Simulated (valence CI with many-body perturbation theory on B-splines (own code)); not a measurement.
Values are calculated unless marked as measured or tabulated.
## Hyperfine factors and g values of Os LXIII

Level of theory: valence CI with perturbative core correlation (CI+MBPT): four valence electrons over a frozen Dirac-Fock core [Ne], radial functions for each j: 11 s, 11 p, 10 d, 8 f, 5 g, 2 h, with the one-electron correlation potential Σ1 (screened to all orders), the two-electron term Σ2, the three-electron term Σ3, Breit, model QED; selected single and double excitations, second order for the rest, scaled by the run's own slope (own B-spline code, finite nucleus).

The last digits are not significant, and no measured levels were compared; by estimate large intervals hold to a few tenths of a per cent, small ones and those within an open d or f shell to about a per cent. Among the levels kept, up to 600 cm⁻¹ of a level comes from second order outside the variational space, and about a tenth of that is noise between levels of different J, which matters for small intervals.

A/g_I is the dipole constant over the nuclear g factor μ/I (μ in nuclear magnetons, uniformly magnetised nucleus), B/Q the quadrupole constant per barn. Both hold the static response of the core; the bare values leave it out. Large factors of s and p1/2 electrons are usually good to 5 to 10 %; those of open d and f shells near neutrality can be off by tens of per cent, and small factors of p3/2, d and f electrons come from cancelling terms and can be off by a factor of two or in sign, in half-filled shells by more. B is blank for J = 1/2, where it vanishes, and for nearly pure S terms. Energies count from the lowest level. Levels with J = 0 are left out.

Levels are named by their leading jj configuration (3d3/2^4 stands for four electrons in 3d with j = 3/2), which in mixed levels can hold well under half, so a name can repeat and another be missing. Letters in brackets count levels of one name in rising energy.

| Level | E (× 10³ cm⁻¹) | g | A/g_I (MHz) | A/g_I bare | B/Q (MHz/b) | B/Q bare |
| --- | --- | --- | --- | --- | --- | --- |
| (3s^2 3p1/2 3p3/2) J=1 | 3197.4 | 1.488 | -245000 | -236000 | 238000 | 235000 |
| (3s^2 3p1/2 3p3/2) J=2 | 3274.7 | 1.160 | 717000 | 707000 | 444000 | 439000 |
| (3s 3p1/2^2 3p3/2) J=2 | 4619.1 | 1.518 | 1750000 | 1720000 | 446000 | 441000 |
| (3s 3p1/2^2 3p3/2) J=1 | 4847.2 | 1.047 | -1150000 | -1130000 | 244000 | 241000 |
| (3s^2 3p1/2 3d3/2) J=2 | 5034.2 | 0.752 | 639000 | 632000 | 96200 | 98400 |
| (3s^2 3p1/2 3d3/2) J=1 | 5404.0 | 0.880 | -557000 | -540000 | 77200 | 77700 |
| (3s^2 3p1/2 3d5/2) J=2 | 5940.1 | 1.283 | -253000 | -244000 | 69600 | 71500 |
| (3s^2 3p1/2 3d5/2) J=3 | 5950.6 | 1.103 | 403000 | 400000 | 74700 | 77400 |
| (3s 3p1/2^2 3d3/2) J=1 | 6491.5 | 0.444 | -1450000 | -1420000 | 40200 | 41400 |
| (3s^2 3p3/2^2) J=2 | 6526.9 | 1.281 | 468000 | 463000 | 37900 | 38000 |
| (3s 3p1/2^2 3d3/2) J=2 | 6558.1 | 1.152 | 1450000 | 1420000 | 71200 | 72900 |
| (3s 3p1/2^2 3d5/2) J=3 | 7356.1 | 1.341 | 1110000 | 1090000 | 73900 | 76500 |
| (3s 3p1/2^2 3d5/2) J=2 | 7472.7 | 1.026 | -985000 | -960000 | 55600 | 58000 |
| (3s 3p1/2 3p3/2^2) J=2 [a] | 7740.8 | 1.527 | 1130000 | 1110000 | 92600 | 91400 |
| (3s 3p1/2 3p3/2^2) J=3 | 7896.7 | 1.310 | 1530000 | 1500000 | 21900 | 21700 |
| (3s 3p1/2 3p3/2^2) J=2 [b] | 8113.5 | 1.083 | 169000 | 170000 | -24000 | -23600 |
| (3s 3p1/2 3p3/2^2) J=1 [a] | 8116.8 | 1.268 | 1260000 | 1240000 | -329000 | -325000 |
| (3s 3p1/2 3p3/2^2) J=1 [b] | 8212.3 | 1.338 | 1080000 | 1060000 | 253000 | 250000 |
| (3s^2 3p3/2 3d3/2) J=3 | 8541.9 | 1.079 | 224000 | 224000 | 520000 | 516000 |
| (3s^2 3p3/2 3d3/2) J=2 | 8582.4 | 1.057 | 28900 | 33500 | -34800 | -34400 |
| (3s^2 3p3/2 3d3/2) J=1 | 8586.1 | 1.116 | 283000 | 283000 | -232000 | -231000 |
| (3s^2 3p3/2 3d5/2) J=4 | 9083.1 | 1.237 | 121000 | 123000 | 581000 | 577000 |
| (3s^2 3p3/2 3d5/2) J=2 | 9166.2 | 1.225 | 85800 | 88500 | -307000 | -303000 |
| (3s^2 3p3/2 3d5/2) J=3 | 9353.5 | 1.200 | 137000 | 138000 | -11800 | -9240 |
| (3s^2 3p3/2 3d5/2) J=1 | 9439.9 | 1.071 | -32600 | -27800 | 77900 | 78000 |
| (3s 3p1/2 3p3/2 3d3/2) J=2 [a] | 9446.7 | 1.164 | 442000 | 438000 | -6400 | -6210 |
| (3s 3p1/2 3p3/2 3d3/2) J=1 [a] | 9526.8 | 1.128 | 646000 | 638000 | -218000 | -217000 |
| (3s 3p1/2 3p3/2 3d3/2) J=3 [a] | 9573.1 | 1.127 | 997000 | 982000 | 149000 | 148000 |
| (3s 3p1/2 3p3/2 3d3/2) J=2 [b] | 9615.6 | 1.189 | 567000 | 561000 | -48100 | -48000 |
| (3s 3p1/2 3p3/2 3d3/2) J=4 | 9716.5 | 1.154 | 1190000 | 1180000 | 449000 | 447000 |
| (3s 3p1/2 3p3/2 3d3/2) J=2 [c] | 9832.1 | 0.909 | 726000 | 716000 | -157000 | -154000 |
| (3s 3p1/2 3p3/2 3d3/2) J=3 [b] | 9888.0 | 1.259 | 1040000 | 1020000 | 409000 | 405000 |
| (3s 3p1/2 3p3/2 3d3/2) J=1 [b] | 9925.3 | 1.688 | 2510000 | 2460000 | 158000 | 157000 |
| (3s 3p1/2 3p3/2 3d3/2) J=2 [d] | 9944.7 | 1.368 | 1130000 | 1110000 | 140000 | 137000 |

Q: Take the isotope of mass number 187, with I = 1/2, μ = 0.06442 μN. What is the hyperfine structure of (3s^2 3p1/2 3d5/2) J=3?

A: From the table A = 52000 MHz. Shifts from the centre of gravity in MHz: F = 5/2: -104000, F = 7/2: 78000.
